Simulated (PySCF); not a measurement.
## Tc+: excitation energy

Tc+ [Kr] 4d5 5s1 (7S) → Tc+ [Kr] 4d6 (5D), as a difference of total energies. Calculation: PySCF 2.14, in x2c-TZVPPall; the spin-free X2C one-electron Hamiltonian (Gaussian nucleus). Correlated levels: valence and next inner shell: [Ar] 3d10 frozen. The calculations carry no spin-orbit coupling.

```tsv
method	excitation energy (eV)
UHF	1.441
MP2 (valence and next inner shell)	0.846
SCS-MP2 (valence and next inner shell)	0.474
CCSD (valence and next inner shell)	0.811
CCSD(T) (valence and next inner shell)	0.767
```

**Question.** How much does correlation contribute at CCSD(T) (valence and next inner shell)?

**Answer.** 0.767 − (1.441) = -0.674 eV, measured against UHF.
